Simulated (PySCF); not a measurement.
Compound: C8H6O.
Numbering: `[cH:1]1[cH:2][cH:3][c:4]2[cH:5][o:6][cH:7][c:8]2[cH:9]1`

NICS = −σ at a ghost point: NICS(0) at the centroid of the ring atoms, NICS(1) 1 Å to either side along the normal of their mean plane, zz for the tensor component along that normal. Level: GIAO KT3/pcSseg-1 (PySCF, non-relativistic, gas phase) on the PBE0-D3(BJ)/def2-SVP geometry, one conformer.

Rings: 1. C1–C2–C3–C4–C8–C9; 2. C4–C5–O6–C7–C8.

```tsv
set	NICS(0)	NICS(1), two faces	NICS(1)zz, two faces
P	-16.3	-13.3 / -13.3	-35.7 / -35.7
Q	-5.8	-8.0 / -8.0	-18.4 / -18.4
```

Problem. Which set (ppm) belongs to which ring?

Solution. P = 2, Q = 1.
- 1 (6-membered carbocycle; formal bonds all aromatic): mean NICS(1)zz -18.4 ppm, shielded.
- 2 (5-membered ring with O; formal bonds all aromatic): mean NICS(1)zz -35.7 ppm, shielded, aromatic by this magnetic criterion (flat ring, no four-coordinate atom), though in fused rings the probe also feels the neighbouring ring.

Problem. How do the rings differ in shape?

Solution. 
```csv
ring,bond lengths (Å),rms pucker (Å),HOMA,nearest outside atom to a NICS(1) probe (Å)
1,"1.434, 1.367, 1.426, 1.449, 1.426, 1.367",0.00,0.58,hydrogen 2.67
2,"1.379, 1.342, 1.342, 1.378, 1.449",0.00,0.42,hydrogen 2.45
```

HOMA = 1 − mean of α(R − Ropt)² over the ring bonds, with Krygowski's 1993 parameters (CC: Ropt 1.388 Å, α 257.7 Å⁻²; CO: Ropt 1.265 Å, α 157.38 Å⁻²).

Time: 25 s of wall time. Hardware: one thread, x86-64 server, no GPU (shared host). This is the whole shielding run at KT3/pcSseg-1, SCF included.
